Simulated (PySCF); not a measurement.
**How methods differ on the excitation energy of Mn²⁺**

Mn²⁺ [Ar] 3d5 (6S) → Mn²⁺ [Ar] 3d4 4p1 (high-spin determinant), as a difference of total energies. Computed with PySCF 2.14 in def2-TZVPPD (6s6p4d2f1g, 67 functions), with no relativity, point nucleus. Correlated levels: valence and next inner shell: [Ne] frozen. The calculations carry no spin-orbit coupling.

```csv
method,excitation energy (eV)
UHF,13.262
MP2 (valence and next inner shell),14.191
SCS-MP2 (valence and next inner shell),13.811
CCSD (valence and next inner shell),13.886
CCSD(T) (valence and next inner shell),13.889
```

Question: How much does correlation contribute at CCSD(T) (valence and next inner shell)?

Answer: 13.889 − (13.262) = 0.627 eV, measured against UHF.

A first-order spin-orbit estimate (lowest level to lowest level, LS coupling) adds -0.100 eV.

The determinant of the upper state mixes LS terms, which raises its energy above the lowest term, most at the Hartree-Fock and MP2 levels.
